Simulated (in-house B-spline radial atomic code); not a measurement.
RPA and G0W0 on r2SCAN: F5+

Configuration [He] 2s2, mean-field start r2SCAN. Computed with an all-electron radial atomic-structure program (B-spline basis): all electrons, non-relativistic, point nucleus, each spin shell either full or empty, empty states to l = 9 with an (l + 1/2)⁻⁴ tail; G0W0 by contour deformation at full frequency.

Command:
```bash
python run_gw.py task.json out
```
Settings (radii: box in bohr, nucleus in fm):
```
Z                        9
electrons                4
configuration            [He] 2s2
hamiltonian              nr
method                   r2scan
lmax                     9
spin_polarised           False
box_radius               10.43
intervals                45
ion_configuration        [He] 2s1
```

Run time, properties included: 0.6 s on 1 thread of AMD EPYC 9R45 96-Core Processor (Zen 5), with other jobs on the host.

Energies (hartree):

```json
{"term": "mean-field total", "value": "-88.00705"}
{"term": "Hartree-Fock functional on these orbitals", "value": "-87.93289"}
{"term": "direct second order", "value": "-0.38638"}
{"term": "second-order exchange", "value": "0.18995"}
{"term": "SOSEX correction", "value": "0.1379"}
```

**Question.** What is the RPA correlation energy, and what remains with SOSEX?

**Answer.** RPA gives -0.28101 hartree (-1.91 eV per electron); RPA + SOSEX gives -0.14312, and the second-order doubles -0.19643 hartree (no singles). SOSEX takes back 49 % of the RPA value.

Quasi-particle levels (eV):

```csv
level,occupied,mean field,Σx - vxc,Σc,QP weight,G0W0
2s,yes,-144.58,-9.58,?,?,?
1s,yes,-822.82,-49.77,6.45,0.922,-866.13
2p,no,-126.99,13.76,-1.60,0.970,-114.83
```

G0W0 = mean field + (Σx - vxc) + Σc, with Σc (partial-wave tail included) taken at the quasi-particle energy.

**Question.** Where does G0W0 put 2s?

**Answer.** At -157.08 eV, with Σc = -2.91 eV and a quasi-particle weight of 0.950. The tabulated removal energy is 157.163 eV (NIST, measured).

**Question.** What does it cost to remove one electron (to [He] 2s1) by differences of total energies, each species on its own start (correlation terms add to the Hartree-Fock functional)?

**Answer.** r2SCAN 154.67 eV, Hartree-Fock functional 153.85 eV, + RPA 157.25 eV, + RPA + SOSEX 156.40 eV, + second order 157.79 eV. Tabulated: 157.163 eV (NIST, measured).
